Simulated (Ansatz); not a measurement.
`Cl[SiH]1BC1` + `C=C1N[SiH]1I` → `I[SiH]1BC1` + `C=C1N[SiH]1Cl`  (redistribution)

Program: Ansatz. Geometries: PBE0-D4/def2-TZVP. ΔE: electronic, gas phase. CCSD(T)/CBS adds triple-zeta CCSD(T) − MP2 to the extrapolated MP2 energy (def2 sets, frozen cores). Functionals use def2-TZVPP. B3LYP here is the variant with VWN-RPA as its local correlation; programs differ in this. def2 core potentials past Kr. For I outer-core shells are correlated without core-valence functions, which leaves a few kJ/mol of doubt a bond.

```
             level  ΔE (kcal/mol)  difference from CCSD(T)/CBS
            PBE-D4           -1.4                          0.1
         r2SCAN-D4           -1.6                         -0.1
           PBE0-D4           -1.5                          0.0
          B3LYP-D4           -1.5                          0.0
           ωB97X-V           -1.4                          0.1
           ωB97M-V           -1.4                          0.1
            B2PLYP           -1.6                         -0.1
               PBE           -1.4                          0.1
            r2SCAN           -1.7                         -0.2
              PBE0           -1.6                         -0.1
             B3LYP           -1.6                         -0.1
     HF/def2-TZVPP           -2.1                         -0.6
    MP2/def2-TZVPP           -1.6                         -0.1
SCS-MP2/def2-TZVPP           -1.7                         -0.2
   CCSD/def2-TZVPP           -1.7                         -0.2
CCSD(T)/def2-TZVPP           -1.7                         -0.2
     HF/def2-QZVPP           -2.0                         -0.5
    MP2/def2-QZVPP           -1.5                          0.0
SCS-MP2/def2-QZVPP           -1.6                         -0.1
      HF/CBS(def2)           -2.0                         -0.5
     MP2/CBS(def2)           -1.5                          0.0
    CCSD/CBS(def2)           -1.6                         -0.1
       CCSD(T)/CBS           -1.5                            0
```

Largest T1 diagnostic among the species: 0.013.
